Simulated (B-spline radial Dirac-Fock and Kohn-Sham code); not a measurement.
Satellites and hypersatellites of the K lines of Te⁺

System: Te⁺, [Kr] 4d10 5s2 5p3, inside a Watson sphere of charge -1 and radius 2.4 Å (a model of the Madelung potential; inside it an electron's potential energy is raised by 6.0 eV).

Calculated with a radial atomic solver, using Dirac-Fock (average of configuration) total-energy differences with a finite nucleus, the Breit interaction including its frequency dependence, and self-energy and vacuum-polarisation corrections. Each two-hole energy is an average over J within one jj subconfiguration, not an observable level; in light atoms, where LS coupling holds, the j-resolved values are not observed lines, and for a K spectator the Kα1 hypersatellite is nearly forbidden. Correlation and solid-state effects are left out.

Lines without a spectator: Kα2 (K-L2) 27199.4 eV, Kα1 (K-L3) 27470.2 eV, Kβ3 (K-M2) 30939.6 eV, Kβ1 (K-M3) 30991.1 eV. Shifts in eV with one spectator hole (a dash: not computed, or left out as unreliable):

| spectator hole | Kα2 | Kα1 | Kβ3 | Kβ1 |
| --- | --- | --- | --- | --- |
| K (1s) | +605.5 | +626.5 | +773.6 | +778.1 |
| L2 (2p1/2) | +67.5 | +85.8 | – | +179.9 |
| L3 (2p3/2) | +64.7 | +65.5 | +157.2 | – |
| M2 (3p1/2) | – | +10.15 | +22.39 | +27.32 |
| M3 (3p3/2) | +7.27 | – | +22.81 | +22.41 |
| M4 (3d3/2) | +1.38 | -1.42 | – | – |
| M5 (3d5/2) | -1.96 | +0.12 | – | – |
